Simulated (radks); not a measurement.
Polarisabilities and homonuclear dispersion coefficients (atomic units). All-electron calculation, scalar-relativistic Kohn-Sham, LDA (Slater exchange, Perdew-Wang correlation), spin-unpolarised, spherical densities, finite nucleus; Fermi nuclear charge, rms radius of each element as measured or else 0.836 A^(1/3) + 0.57 fm. Program: a radial shooting solver on a logarithmic mesh with Libxc functionals. Response by self-consistent Sternheimer equations with the Hartree and adiabatic LDA kernel, the relativistic mass of each level held fixed and spin-orbit coupling left out. "Uncoupled" leaves out the induced potential. Quadrupole and octupole values are given only where no p, d or f shell is open.

species,configuration,alpha1 (bohr^3),"alpha1, uncoupled",alpha2 (bohr^5),alpha3 (bohr^7),C6,C8,recommended alpha1
Be,[He] 2s2,43.78,80.52,369.7,5891,263.7,13540,37.74 +/- 0.03
B+,[He] 2s2,10.77,20.26,29.89,184.9,29.14,549.0,-
C2+,[He] 2s2,4.249,8.006,5.470,18.23,6.503,61.51,-
N3+,[He] 2s2,2.102,3.953,1.490,3.115,2.058,11.39,-
O4+,[He] 2s2,1.191,2.233,0.5162,0.7416,0.8060,2.867,-
F5+,[He] 2s2,0.7386,1.381,0.2107,0.2209,0.3651,0.8897,-
Ne6+,[He] 2s2,0.4891,0.9115,0.09681,0.07736,0.1839,0.3217,-
Mg8+,[He] 2s2,0.2458,0.4549,0.02629,0.01337,0.05836,0.05824,-

Recommended values: Schwerdtfeger and Nagle, table of static dipole polarisabilities (2023 update), measured or computed.
